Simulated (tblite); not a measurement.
Run record: nudged-elastic-band run, `O=C1O[C@@H](OC(F)(F)F)[C@@H]1F`.

Computed with GFN2-xTB (tblite), gas phase: nudged elastic band of 9 images (0 to 8), spring 0.2 eV/Å², climbing image at the end, force threshold 0.05 eV/Å. The top image wasn't refined or checked by frequencies; at this threshold it can lie a kcal/mol or more above the true saddle point of the method. The command runs a driver script over a list of jobs; the input below is this job's line of settings and its coordinates in Å. «atoms» counts from 0 and names the dihedral (F8–C6–O5–C4 when counted from 1); «turn» is the rotation in degrees that makes the guess of the end point.

Command:
```bash
OMP_NUM_THREADS=1 python probes_run.py task.json out
```

Input:
```
{"job": {"kind": "neb", "xc": "GFN2-xTB", "basis": "xTB", "atoms": [7, 5, 4, 3], "turn": 120}, "charge": 0, "multiplicity": 1}
O      2.377518     0.770005     2.167488
C      1.620170     0.460849     1.323146
O      0.445127    -0.232548     1.402264
C      0.267701    -0.274789    -0.013757
O     -0.906104     0.354145    -0.443054
C     -2.045670    -0.343915    -0.322529
F     -2.377279    -0.611514     0.937349
F     -3.027477     0.355404    -0.861801
F     -1.991204    -1.523835    -0.954161
C      1.507910     0.615692    -0.208617
F      2.500391     0.102915    -0.971900
H      0.348650    -1.299033    -0.395805
H      1.275878     1.627109    -0.554942
```

Q: Estimate the output.

A: 
```
image   E - E0 / eV
  0       0.0000
  1       0.0075
  2       0.0282
  3       0.0522
  4       0.0636
  5       0.0549
  6       0.0330
  7       0.0106
  8       0.0000
```

Q: Read off the barriers.

A: The highest image is 4: 0.064 eV (1.47 kcal/mol) above the start and 0.064 eV (1.47 kcal/mol) above the end. The band met its force threshold.

Q: Which dihedral does each image have?

A: 0: -175°, 1: -164°, 2: -150°, 3: -135°, 4: -118°, 5: -101°, 6: -85°, 7: -71°, 8: -57°.

Q: Give the geometry of the highest image and of the end point.

A: 
Image 4:
```
atom  x, y, z in Å
O1      2.526    0.365    2.109
C2      1.709    0.230    1.275
O3      0.566   -0.518    1.271
C4      0.274   -0.232   -0.098
O5     -0.953    0.410   -0.272
C6     -2.076   -0.332   -0.238
F7     -2.915    0.122    0.684
F8     -2.714   -0.264   -1.407
F9     -1.864   -1.619    0.015
C10     1.470    0.735   -0.165
F11     2.408    0.443   -1.096
H12     0.364   -1.129   -0.721
H13     1.200    1.790   -0.253
```

Image 8:
```
atom  x, y, z in Å
O1      2.687   -0.030    1.921
C2      1.799    0.008    1.151
O3      0.672   -0.760    1.064
C4      0.252   -0.168   -0.166
O5     -0.994    0.462   -0.081
C6     -2.077   -0.329   -0.143
F7     -3.156    0.432   -0.145
F8     -2.102   -1.075   -1.256
F9     -2.176   -1.179    0.875
C10     1.418    0.835   -0.095
F11     2.275    0.832   -1.142
H12     0.291   -0.889   -0.990
H13     1.106    1.863    0.111
```

Q: How long does this job take on an Intel Xeon at 2.50 GHz with one thread, shared host with 64 logical CPUs at a one-minute load of 61? And the peak memory of the process?

A: About 10 s, with 0.18 GiB resident at the peak, the Python interpreter and its libraries included.
